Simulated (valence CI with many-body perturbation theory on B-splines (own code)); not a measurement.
# Basis-set convergence for Ta40+

Computed by valence CI with perturbative core correlation (CI+MBPT): five valence electrons over a frozen Dirac-Fock core [Ar] 3d10, radial functions for each j: 9 s, 9 p, 8 d, 6 f, 3 g, 1 h, with the one-electron correlation potential Σ1 (screened to all orders), the two-electron term Σ2, the three-electron term Σ3, Breit, model QED; selected single and double excitations, second order for the rest, scaled by the run's own slope (own B-spline code, finite nucleus).

The last digits are not significant, and no measured levels were compared; by estimate large intervals hold to a few tenths of a per cent, small ones and those within an open d or f shell to about a per cent. Among the levels kept, up to 760 cm⁻¹ of a level comes from second order outside the variational space, and about a tenth of that is noise between levels of different J, which matters for small intervals.

The reference run has the lowest level (4s^2 4p1/2^2 4p3/2) J=3/2 and an ionisation energy of 1912.09 eV. Its largest variational space holds 20000 state functions.

Levels are named by their leading jj configuration (3d3/2^4 stands for four electrons in 3d with j = 3/2), which in mixed levels can hold well under half, so a name can repeat and another be missing. Letters in brackets count levels of one name in rising energy.

Changed runs:
A. basis 6 s, 6 p, 5 d, 3 f, 1 g
B. basis 5 s, 5 p, 4 d, 2 f

Excitation energies of the reference run in cm⁻¹, and shifts in cm⁻¹:

```csv
Level,Reference,A,B
(4s^2 4p1/2 4p3/2^2) J=3/2,665189,-152,-553
(4s^2 4p1/2 4p3/2^2) J=5/2,708355,-3.0,+32
(4s^2 4p1/2 4p3/2^2) J=1/2,762617,+57,+281
(4s^2 4p1/2^2 4d3/2) J=3/2,1211410,+146,+786
(4s^2 4p1/2^2 4d5/2) J=5/2,1372340,-57,-128
(4s^2 4p3/2^3) J=3/2,1435530,-68,-163
(4s 4p1/2^2 4p3/2^2) J=5/2,1478330,+127,+613
(4s 4p1/2^2 4p3/2^2) J=1/2,1553340,+7.2,+93
(4s 4p1/2^2 4p3/2^2) J=3/2,1570570,+18,+149
(4s^2 4p1/2 4p3/2 4d3/2) J=5/2 [a],1873630,+9.3,+208
(4s^2 4p1/2 4p3/2 4d3/2) J=3/2 [a],1874990,-47,-1.6
(4s^2 4p1/2 4p3/2 4d3/2) J=1/2 [a],1877870,-66,-79
Ionisation energy (eV),1912.09,-0.05,-0.18
```
